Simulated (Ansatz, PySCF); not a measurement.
Si(Cl)(Br)(Me)(OH) (CH4BrClOSi), SMILES C[Si](O)(Cl)Br. Atoms are numbered in the order given.

```xyz
9

C      2.0150     0.0863    -1.0490
Si     0.2107    -0.0255    -0.6874
O     -0.4608    -1.1544    -1.6797
Cl    -0.7084     1.8017    -0.9794
Br    -0.1335    -0.5864     1.4398
H      2.4946    -0.8876    -0.8715
H      2.4892     0.8392    -0.4036
H      2.1669     0.3724    -2.1007
H     -1.4003    -1.3388    -1.5802
```
Charge 0, spin multiplicity 1.

Coordinates come from a PBE0-D3(BJ)/def2-SVP optimisation. This is a generated structure with no PubChem entry under its InChIKey; it may be hypothetical. Other conformers were not sampled.

Two levels are set side by side: PBE-D3(BJ)/def2-SVP (Ansatz, a first-principles code) and PBE0-D3(BJ)/def2-SVP (Ansatz). Each level has its own optimised geometry; the coordinates shown are those of the second. Frequencies come from the Hessian of PySCF at each geometry. Differences are taken from unrounded values.

| quantity | PBE0-D3(BJ) | PBE-D3(BJ) | PBE-D3(BJ) minus PBE0-D3(BJ) |
|---|---|---|---|
| mean bond length (Å) | 1.506 | 1.518 | 0.013 |
| bond C1–Si2 (Å) | 1.844 | 1.856 | 0.013 |
| bond Si2–O3 (Å) | 1.646 | 1.664 | 0.018 |
| bond Si2–Cl4 (Å) | 2.066 | 2.083 | 0.017 |
| bond Si2–Br5 (Å) | 2.227 | 2.246 | 0.019 |
| bond C1–H6 (Å) | 1.100 | 1.108 | 0.008 |
| bond C1–H7 (Å) | 1.099 | 1.107 | 0.008 |
| bond C1–H8 (Å) | 1.100 | 1.108 | 0.008 |
| bond O3–H9 (Å) | 0.963 | 0.974 | 0.011 |
| highest harmonic wavenumber (cm⁻¹) | 3926 | 3758 | -167 |
| mean harmonic wavenumber (cm⁻¹) | 1142 | 1105 | -37 |
| zero-point energy (kcal/mol) | 34.29 | 33.19 | -1.10 |

Exact exchange shortens and stiffens bonds; PBE has none. Differences between two approximate levels are no errors against the true value.
